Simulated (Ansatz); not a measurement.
The cluster Be5Se4⁺. Total charge 1; doublet. Geometry r2SCAN-D4/def2-SVP.

```xyz
9

Be    2.4238   -0.0207    0.6788
Be   -0.2219   -1.1774    1.6891
Be    1.2353    1.1949   -1.4549
Be   -0.8065    1.0817   -1.8111
Be   -2.4910   -0.3278   -0.1794
Se    1.7444   -1.1752    2.2252
Se    3.1999    1.1068   -0.8143
Se   -2.8477    0.7540   -1.8544
Se   -2.2365   -1.4364    1.5210
```

Another isomer (doublet) lies 2.12 eV lower at PBE0-D4/def2-TZVP; other spin states weren't run for this one.

Question: Estimate the α-spin orbital energies around the gap (eV) in Ansatz with HF/STO-3G, PBE-D4/def2-TZVP, r2SCAN-D4/def2-TZVP, PBE0-D4/def2-SVP, PBE0-D4/def2-TZVP.

Answer: 
```json
{"orbital": "HOMO−13", "HF/STO-3G": "-24.68", "PBE-D4/def2-TZVP": "-21.12", "r2SCAN-D4/def2-TZVP": "-21.83", "PBE0-D4/def2-SVP": "-23.32", "PBE0-D4/def2-TZVP": "-23.14"}
{"orbital": "HOMO−12", "HF/STO-3G": "-18.92", "PBE-D4/def2-TZVP": "-13.21", "r2SCAN-D4/def2-TZVP": "-13.56", "PBE0-D4/def2-SVP": "-14.75", "PBE0-D4/def2-TZVP": "-14.61"}
{"orbital": "HOMO−11", "HF/STO-3G": "-15.89", "PBE-D4/def2-TZVP": "-12.79", "r2SCAN-D4/def2-TZVP": "-13.13", "PBE0-D4/def2-SVP": "-14.22", "PBE0-D4/def2-TZVP": "-14.08"}
{"orbital": "HOMO−10", "HF/STO-3G": "-15.78", "PBE-D4/def2-TZVP": "-12.75", "r2SCAN-D4/def2-TZVP": "-13.08", "PBE0-D4/def2-SVP": "-14.21", "PBE0-D4/def2-TZVP": "-14.07"}
{"orbital": "HOMO−9", "HF/STO-3G": "-15.01", "PBE-D4/def2-TZVP": "-12.35", "r2SCAN-D4/def2-TZVP": "-12.66", "PBE0-D4/def2-SVP": "-13.64", "PBE0-D4/def2-TZVP": "-13.55"}
{"orbital": "HOMO−8", "HF/STO-3G": "-15.00", "PBE-D4/def2-TZVP": "-12.25", "r2SCAN-D4/def2-TZVP": "-12.56", "PBE0-D4/def2-SVP": "-13.63", "PBE0-D4/def2-TZVP": "-13.45"}
{"orbital": "HOMO−7", "HF/STO-3G": "-14.79", "PBE-D4/def2-TZVP": "-12.07", "r2SCAN-D4/def2-TZVP": "-12.39", "PBE0-D4/def2-SVP": "-13.43", "PBE0-D4/def2-TZVP": "-13.26"}
{"orbital": "HOMO−6", "HF/STO-3G": "-13.92", "PBE-D4/def2-TZVP": "-11.88", "r2SCAN-D4/def2-TZVP": "-12.19", "PBE0-D4/def2-SVP": "-13.24", "PBE0-D4/def2-TZVP": "-13.06"}
{"orbital": "HOMO−5", "HF/STO-3G": "-13.49", "PBE-D4/def2-TZVP": "-11.62", "r2SCAN-D4/def2-TZVP": "-11.94", "PBE0-D4/def2-SVP": "-12.99", "PBE0-D4/def2-TZVP": "-12.82"}
{"orbital": "HOMO−4", "HF/STO-3G": "-13.17", "PBE-D4/def2-TZVP": "-11.37", "r2SCAN-D4/def2-TZVP": "-11.71", "PBE0-D4/def2-SVP": "-12.80", "PBE0-D4/def2-TZVP": "-12.68"}
{"orbital": "HOMO−3", "HF/STO-3G": "-13.06", "PBE-D4/def2-TZVP": "-11.02", "r2SCAN-D4/def2-TZVP": "-11.35", "PBE0-D4/def2-SVP": "-12.34", "PBE0-D4/def2-TZVP": "-12.25"}
{"orbital": "HOMO−2", "HF/STO-3G": "-12.36", "PBE-D4/def2-TZVP": "-10.71", "r2SCAN-D4/def2-TZVP": "-11.01", "PBE0-D4/def2-SVP": "-11.83", "PBE0-D4/def2-TZVP": "-11.77"}
{"orbital": "HOMO−1", "HF/STO-3G": "-11.93", "PBE-D4/def2-TZVP": "-10.50", "r2SCAN-D4/def2-TZVP": "-10.82", "PBE0-D4/def2-SVP": "-11.66", "PBE0-D4/def2-TZVP": "-11.62"}
{"orbital": "HOMO", "HF/STO-3G": "-10.84", "PBE-D4/def2-TZVP": "-10.28", "r2SCAN-D4/def2-TZVP": "-10.56", "PBE0-D4/def2-SVP": "-11.40", "PBE0-D4/def2-TZVP": "-11.33"}
{"orbital": "LUMO", "HF/STO-3G": "-3.56", "PBE-D4/def2-TZVP": "-7.47", "r2SCAN-D4/def2-TZVP": "-7.32", "PBE0-D4/def2-SVP": "-6.93", "PBE0-D4/def2-TZVP": "-6.80"}
{"orbital": "LUMO+1", "HF/STO-3G": "-2.98", "PBE-D4/def2-TZVP": "-6.41", "r2SCAN-D4/def2-TZVP": "-6.23", "PBE0-D4/def2-SVP": "-5.71", "PBE0-D4/def2-TZVP": "-5.63"}
{"orbital": "LUMO+2", "HF/STO-3G": "-0.25", "PBE-D4/def2-TZVP": "-5.88", "r2SCAN-D4/def2-TZVP": "-5.53", "PBE0-D4/def2-SVP": "-5.19", "PBE0-D4/def2-TZVP": "-5.04"}
{"orbital": "LUMO+3", "HF/STO-3G": "1.23", "PBE-D4/def2-TZVP": "-5.56", "r2SCAN-D4/def2-TZVP": "-5.21", "PBE0-D4/def2-SVP": "-4.88", "PBE0-D4/def2-TZVP": "-4.74"}
{"orbital": "LUMO+4", "HF/STO-3G": "1.39", "PBE-D4/def2-TZVP": "-5.45", "r2SCAN-D4/def2-TZVP": "-5.07", "PBE0-D4/def2-SVP": "-4.80", "PBE0-D4/def2-TZVP": "-4.68"}
{"orbital": "LUMO+5", "HF/STO-3G": "1.57", "PBE-D4/def2-TZVP": "-5.23", "r2SCAN-D4/def2-TZVP": "-4.81", "PBE0-D4/def2-SVP": "-4.60", "PBE0-D4/def2-TZVP": "-4.53"}
{"orbital": "β HOMO", "HF/STO-3G": "-10.85", "PBE-D4/def2-TZVP": "-10.26", "r2SCAN-D4/def2-TZVP": "-10.54", "PBE0-D4/def2-SVP": "-11.08", "PBE0-D4/def2-TZVP": "-11.00"}
{"orbital": "β LUMO", "HF/STO-3G": "-6.39", "PBE-D4/def2-TZVP": "-10.10", "r2SCAN-D4/def2-TZVP": "-10.28", "PBE0-D4/def2-SVP": "-10.03", "PBE0-D4/def2-TZVP": "-9.99"}
```
